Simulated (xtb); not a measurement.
xtb input (GFN2-xTB):

```bash
xtb mol.xyz --gfn 2 --ohess tight --chrg -1 --uhf 0
```
mol.xyz:
```
3

B      0.06111094    -0.01287112     0.00839699
H      0.48929038    -0.60724158     0.84592406
H     -0.47621690     0.65277415    -0.84255094
```

Output:

```
           -------------------------------------------------
          |                Calculation Setup                |
           -------------------------------------------------

           -------------------------------------------------
          |                 G F N 2 - x T B                 |
           -------------------------------------------------

        Reference                      10.1021/acs.jctc.8b01176
      * Hamiltonian:
        H0-scaling (s, p, d)           1.850000    2.230000    2.230000
        zeta-weighting                 0.500000
      * Dispersion:
        s8                             2.700000
        a1                             0.520000
        a2                             5.000000
        s9                             5.000000
      * Repulsion:
        kExp                           1.500000    1.000000
        rExp                           1.000000
      * Coulomb:
        alpha                          2.000000
        third order                    shell-resolved
        anisotropic                    true
        a3                             3.000000
        a5                             4.000000
        cn-shift                       1.200000
        cn-exp                         4.000000
        max-rad                        5.000000

          ...................................................
          :                      SETUP                      :
          :.................................................:
          :  # basis functions                   6          :
          :  # atomic orbitals                   6          :
          :  # shells                            4          :
          :  # electrons                         6          :
          :  max. iterations                   250          :
          :  Hamiltonian                  GFN2-xTB          :
          :  restarted?                      false          :
          :  GBSA solvation                  false          :
          :  PC potential                    false          :
          :  electronic temp.          300.0000000     K    :
          :  accuracy                    1.0000000          :
          :  -> integral cutoff          0.2500000E+02      :
          :  -> integral neglect         0.1000000E-07      :
          :  -> SCF convergence          0.1000000E-05 Eh   :
          :  -> wf. convergence          0.1000000E-03 e    :
          :  Broyden damping             0.4000000          :
          :  net charge                         -1          :
          :  unpaired electrons                  0          :
          ...................................................

 iter      E             dE          RMSdq      gap      omega  full diag
   1     -2.1161069 -0.211611E+01  0.145E+01    0.01       0.0  T
   2     -2.1388530 -0.227460E-01  0.915E+00    0.02       1.0  T
   3     -2.1496171 -0.107641E-01  0.711E+00    0.07       1.0  T
   4     -2.1218504  0.277667E-01  0.804E+00    0.07       1.0  T
   5     -2.0777625  0.440880E-01  0.955E+00    0.08       1.0  T
   6     -1.5526087  0.525154E+00  0.178E+01    0.20       1.0  T
[...]
     1   5 B    1.508 --     3 H    0.763     2 H    0.746
     2   1 H    0.746 --     1 B    0.746
     3   1 H    0.763 --     1 B    0.763
 ---------------------------------------------------------------------------

Topologies differ in total number of bonds
Writing topology from bond orders to xtbtopo.mol

molecular dipole:
                 x           y           z       tot (Debye)
 q only:        0.348      -0.117      -0.361
   full:       -0.639       0.171       0.408       1.975
molecular quadrupole (traceless):
                xx          xy          yy          xz          yz          zz
 q only:        0.914       1.351       0.358      -1.540       2.248      -1.272
  q+dip:       -0.206       1.662       1.315       0.362       1.408      -1.108
   full:       -0.729       2.671       2.304       1.250       1.757      -1.575

           -------------------------------------------------
          |                Geometry Summary                 |
           -------------------------------------------------

      molecular mass/u    :       12.8269095
   center of mass at/Å    :        0.3640586      -0.0847105      -0.2685167
  moments of inertia/u·Å² :        0.1297579E+01   0.2211188E+01   0.3508768E+01
rotational constants/cm⁻¹ :        0.1299160E+02   0.7623789E+01   0.4804431E+01

           -------------------------------------------------
          |               Frequency Printout                |
Molecule has the following symmetry elements: (C2) 2*(sigma)
It seems to be the C2v point group
           -------------------------------------------------
 projected vibrational frequencies (cm⁻¹)
eigval :       -0.00    -0.00    -0.00     0.00     0.00     0.00
eigval :      448.62  1195.73  1290.84
 reduced masses (amu)
   1:  3.51   2:  6.83   3: 10.73   4:  6.87   5:  3.22   6:  1.79   7:  1.95   8:  1.69
   9:  1.89
 IR intensities (km·mol⁻¹)
   1: 24.96   2: 52.72   3: 57.05   4: 41.82   5: 36.08   6: 18.63   7:******   8:158.33
   9:608.34
 Raman intensities (Ä⁴*amu⁻¹)
   1:  0.00   2:  0.00   3:  0.00   4:  0.00   5:  0.00   6:  0.00   7:  0.00   8:  0.00
   9:  0.00
 output can be read by thermo (or use thermo option).
 writing <g98.out> molden fake output.
 recommended (thermochemical) frequency scaling factor: 1.0
           -------------------------------------------------
          |             Thermodynamic Functions             |
           -------------------------------------------------

c2v symmetry found (for desy threshold:  0.10E+00) used in thermo

          ...................................................
          :                      SETUP                      :
          :.................................................:
          :  # frequencies                           3      :
          :  # imaginary freq.                       0      :
          :  linear?                             false      :
          :  only rotor calc.                    false      :
          :  symmetry                              c2v      :
          :  rotational number                       2      :
          :  scaling factor                  1.0000000      :
          :  rotor cutoff                   50.0000000 cm⁻¹ :
          :  imag. cutoff                  -20.0000000 cm⁻¹ :
          :.................................................:

    mode    ω/cm⁻¹     T·S(HO)/kcal·mol⁻¹    T·S(FR)/kcal·mol⁻¹   T·S(vib)
   ------------------------------------------------------------------------
   ------------------------------------------------------------------------

   temp. (K)  partition function   enthalpy   heat capacity  entropy
                                   cal/mol     cal/K/mol   cal/K/mol   J/K/mol
 298.15  VIB   1.14                  184.275      1.724      0.871
         ROT   121.                  888.752      2.981     12.514
         INT   138.                 1073.028      4.705     13.385
         TR   0.444E+26             1481.254      4.968     33.581
         TOT                        2554.2817     9.6732    46.9664   196.5073

       T/K    H(0)-H(T)+PV         H(T)/Eh          T*S/Eh         G(T)/Eh
   ------------------------------------------------------------------------
    298.15    0.407051E-02    0.107573E-01    0.223152E-01   -0.115579E-01
   ------------------------------------------------------------------------

         :::::::::::::::::::::::::::::::::::::::::::::::::::::
         ::                  THERMODYNAMIC                  ::
         :::::::::::::::::::::::::::::::::::::::::::::::::::::
         :: total free energy          -2.254968873624 Eh   ::
         ::.................................................::
         :: total energy               -2.243410980896 Eh   ::
         :: zero point energy           0.006686836030 Eh   ::
         :: G(RRHO) w/o ZPVE           -0.018244728758 Eh   ::
         :: G(RRHO) contrib.           -0.011557892728 Eh   ::
         :::::::::::::::::::::::::::::::::::::::::::::::::::::

optimized geometry written to: xtbopt.xyz

           -------------------------------------------------
          | TOTAL ENERGY               -2.243410980896 Eh   |
          | TOTAL ENTHALPY             -2.232653637840 Eh   |
          | TOTAL FREE ENERGY          -2.254968873624 Eh   |
          | GRADIENT NORM               0.000780415306 Eh/α |
          | HOMO-LUMO GAP               1.861894934398 eV   |
           -------------------------------------------------

------------------------------------------------------------------------
Note: The following floating-point exceptions are signalling: IEEE_DENORMAL
normal termination of xtb
------------------------------------------------------------------------
 total:
 SCF:
 ANC optimizer:
 analytical hessian:
```
